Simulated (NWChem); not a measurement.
CH$_{3}$Cl$_{2}$La; SMILES [CH3][La]([Cl])[Cl]

```xyz
7

La    -0.1023    -0.2954    -0.5644
Cl    -2.0917     0.8271     0.7061
Cl     2.3229     0.6249    -0.2430
C     -0.0961    -2.6974    -0.0243
H      0.1267    -2.8729     1.0456
H      0.6694    -3.2540    -0.5991
H     -1.0756    -3.1741    -0.2227
```
Atoms are numbered in this order, from 1.

Level: PBE0/def2-SVP with def2 effective core potentials on La (NWChem), optimised geometry, unscaled harmonic frequencies. def2 effective core potentials on La; no spin-orbit coupling.

### Question
List the harmonic frequencies with IR intensities, and the thermochemistry.

### Answer
| frequency (cm⁻¹) | IR intensity (km/mol) |
|---|---|
| 52 | 21.0 |
| 55 | 0.0 |
| 72 | 5.0 |
| 93 | 1.4 |
| 320 | 15.1 |
| 331 | 88.7 |
| 339 | 50.4 |
| 423 | 82.0 |
| 425 | 42.3 |
| 1133 | 6.9 |
| 1395 | 7.0 |
| 1403 | 6.9 |
| 2999 | 4.1 |
| 3101 | 16.4 |
| 3104 | 12.6 |

| Property | Result |
|---|---|
| zero-point energy | 21.8 kcal/mol |
| thermal correction to the enthalpy at 298.15 K (with zero-point energy) | 27.3 kcal/mol |
| heat capacity Cv | 22.0 cal/(mol K) |
| entropy at 298.15 K and 1 atm (symmetry number 1) | 93.8 cal/(mol K) |

Rigid rotor and harmonic oscillator; modes under 100 cm⁻¹ make the entropy uncertain.
